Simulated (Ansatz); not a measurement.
Born–Oppenheimer molecular dynamics of BCl2HO (5 atoms, charge 0, multiplicity 1). It starts from a relaxed structure.

Method: Ansatz 0.2.0, RKS PBE-D4/def2-SVP.

```
ensemble        : NVT, Langevin thermostat
time step       : 0.5 fs
steps asked     : 150
set temperature : 1000 K
friction        : 0.05 /fs
seed            : 574129
```

First frame:

```xyz
5
Properties=species:S:1:pos:R:3
B -0.077 -0.113 -0.106
Cl 0.119 -0.124 1.660
O 0.956 -0.391 -0.933
H 1.776 -0.589 -0.444
Cl -1.643 0.265 -0.812
```

(1) How far do the bonds stretch over the last three quarters of this one trajectory? (Pairs bonded in most of those frames.)

Results:

(1) 
```tsv
bond	mean (Å)	spread (Å)	shortest	longest
B1–Cl2	1.797	0.038	1.72	1.85
B1–O3	1.372	0.049	1.28	1.44
B1–Cl5	1.742	0.070	1.61	1.83
O3–H4	0.981	0.028	0.93	1.03
```

Mean temperature of the second half: 753 K. The mean temperature of the second half is 25 % below the set value. A run of 0.075 ps of so small a system gives no equilibrium averages.

Time of the run: 2.4 min on 1 thread of Intel(R) Xeon(R) Platinum 8488C (Sapphire Rapids), with other jobs on the host, peak memory 0.13 GiB.
